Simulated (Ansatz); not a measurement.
```yaml
crystal:
  periodic: [false, false, false]
  atoms:
    - {symbol: C, position_ang: [-0.481298, 1.881055, -1.236293]}
    - {symbol: O, position_ang: [0.058138, 1.410014, -0.039071]}
    - {symbol: Zn, position_ang: [0.233603, -0.265633, 0.522650]}
    - {symbol: C, position_ang: [0.486157, -2.019597, 1.261169]}
    - {symbol: H, position_ang: [0.080771, 1.543461, -2.119171]}
    - {symbol: H, position_ang: [-0.453722, 2.977418, -1.235664]}
    - {symbol: H, position_ang: [-1.530270, 1.583930, -1.380222]}
    - {symbol: H, position_ang: [-0.131918, -2.749596, 0.734714]}
    - {symbol: H, position_ang: [0.208505, -2.033680, 2.317062]}
    - {symbol: H, position_ang: [1.530014, -2.327392, 1.174817]}
basis:
  gaussian: {orbitals: aug-pcseg-2}
magnetization: {spin_polarized: true, initial_magnetization: 1}
hamiltonian: {xc: {name: B97}}
```

```sh
$ ansatz run in.yaml --threads 2 --pin off --events-out ev --progress --plain --max-ram 32768MiB --backend cuda --devices 0, --max-vram 18GiB
```

It prints (some lines left out):

```
Error: a molecule whose nuclei and cores have a total charge of 56 cannot have a net charge of 0 together with 1 unpaired electrons
```

In this input the number of unpaired electrons doesn't fit the electron count. The program refused the input.
